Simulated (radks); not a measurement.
Task: All-electron atom: B in [He] 2s2 3s1 (not the ground configuration). All-electron calculation, non-relativistic Kohn-Sham, revPBE, spin-unpolarised, spherical densities, point nucleus. Program: a radial shooting solver on a logarithmic mesh with Libxc functionals. Some entries of the table are withheld. Estimate them.

| orbital | occ. | eigenvalue (eV) | <r^2> (bohr^2) | <r> (bohr) |
|---|---|---|---|---|
| 1s | 2 | -188.7177 | (1) | 0.3287 |
| 2s | 2 | (2) | (3) | (4) |
| 3s | 1 | (5) | 48.21 | (6) |

Result: 
(1) 1s <r^2> (bohr^2): 0.1467
(2) 2s eigenvalue (eV): -14.7910
(3) 2s <r^2> (bohr^2): 3.815
(4) 2s <r> (bohr): 1.792
(5) 3s eigenvalue (eV): -1.8618
(6) 3s <r> (bohr): 6.520
